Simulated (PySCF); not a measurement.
Isomers of C4H11N2PSi.

All values: PBE0/pcSseg-1 (PySCF) at GFN2-xTB geometries, gas phase, one conformer each.

**Question.** Rank by the highest IAO charge on any atom, highest value first.
A. `CN1C=CN(C)P1[SiH3]`
B. `[CH3:1][N:2]([CH3:3])[P:4]1(=[N:5][SiH3:6])[CH:7]=[CH:8]1` with C1–N2–P4–N5 -20°
C. `[CH3:1][C@H:2]([C:3]#[N:4])[CH2:5][NH:6][SiH2:7][PH2:8]` with C1–C2–C5–N6 -62°, C2–C5–N6–Si7 -77°, C5–N6–Si7–P8 176°, N6–Si7–P8–H 88° and -179°

**Answer.** B (+1.448 e), C (+0.714 e), A (+0.483 e).

**Question.** Rank by dipole moment, highest first.
A. `[CH3:1][C@H:2]([C:3]#[N:4])[CH2:5][NH:6][SiH2:7][PH2:8]` with C1–C2–C5–N6 -62°, C2–C5–N6–Si7 -77°, C5–N6–Si7–P8 176°, N6–Si7–P8–H 88° and -179°
B. `[NH2:1][P@:2]1(=[N:3][SiH3:4])[CH:5]=[CH:6][CH2:7][CH2:8]1` with H–N1–P2–N3 -46° and 72°, N1–P2–C5–C6 -97°, C5–C6–C7–C8 -16°, C6–C7–C8–P2 19°, N1–P2–C8–C7 89°
C. `CN1C=CN(C)P1[SiH3]`
D. `[CH3:1][N:2]([CH3:3])[P:4]1(=[N:5][SiH3:6])[CH:7]=[CH:8]1` with C1–N2–P4–N5 -20°

**Answer.** D (4.01 D), B (3.66 D), A (3.50 D), C (1.81 D).

**Question.** Rank by LUMO energy, lowest first.
A. `[NH2:1][P@:2]1(=[N:3][SiH3:4])[CH:5]=[CH:6][CH2:7][CH2:8]1` with H–N1–P2–N3 -46° and 72°, N1–P2–C5–C6 -97°, C5–C6–C7–C8 -16°, C6–C7–C8–P2 19°, N1–P2–C8–C7 89°
B. `[CH3:1][N:2]([CH3:3])[P:4]1(=[N:5][SiH3:6])[CH:7]=[CH:8]1` with C1–N2–P4–N5 -20°
C. `[CH3:1][C@H:2]([C:3]#[N:4])[CH2:5][NH:6][SiH2:7][PH2:8]` with C1–C2–C5–N6 -62°, C2–C5–N6–Si7 -77°, C5–N6–Si7–P8 176°, N6–Si7–P8–H 88° and -179°

**Answer.** B (-0.82 eV), A (-0.59 eV), C (-0.10 eV).

All values together:

| SMILES | μ (D) | HOMO (eV) | LUMO (eV) | lowest IAO charge (e) | highest IAO charge (e) | lowest Hirshfeld charge (e) | highest Hirshfeld charge (e) |
| --- | --- | --- | --- | --- | --- | --- | --- |
| CN1C=CN(C)P1[SiH3] | 1.81 | -4.90 | -0.08 | -0.415 (N) | +0.483 (P) | -0.123 (N) | +0.212 (Si) |
| N[P@]1(=N[SiH3])C=CCC1 | 3.66 | -6.49 | -0.59 | -1.072 (N) | +1.458 (P) | -0.417 (N) | +0.428 (P) |
| C[C@H](C#N)CN[SiH2]P | 3.50 | -7.37 | -0.10 | -0.670 (N) | +0.714 (Si) | -0.238 (N) | +0.312 (Si) |
| CN(C)P1(=N[SiH3])C=C1 | 4.01 | -6.62 | -0.82 | -1.038 (N) | +1.448 (P) | -0.376 (N) | +0.399 (P) |

Conformers: `[NH2:1][P@:2]1(=[N:3][SiH3:4])[CH:5]=[CH:6][CH2:7][CH2:8]1` with H–N1–P2–N3 -46° and 72°, N1–P2–C5–C6 -97°, C5–C6–C7–C8 -16°, C6–C7–C8–P2 19°, N1–P2–C8–C7 89°; `[CH3:1][C@H:2]([C:3]#[N:4])[CH2:5][NH:6][SiH2:7][PH2:8]` with C1–C2–C5–N6 -62°, C2–C5–N6–Si7 -77°, C5–N6–Si7–P8 176°, N6–Si7–P8–H 88° and -179°; `[CH3:1][N:2]([CH3:3])[P:4]1(=[N:5][SiH3:6])[CH:7]=[CH:8]1` with C1–N2–P4–N5 -20°.
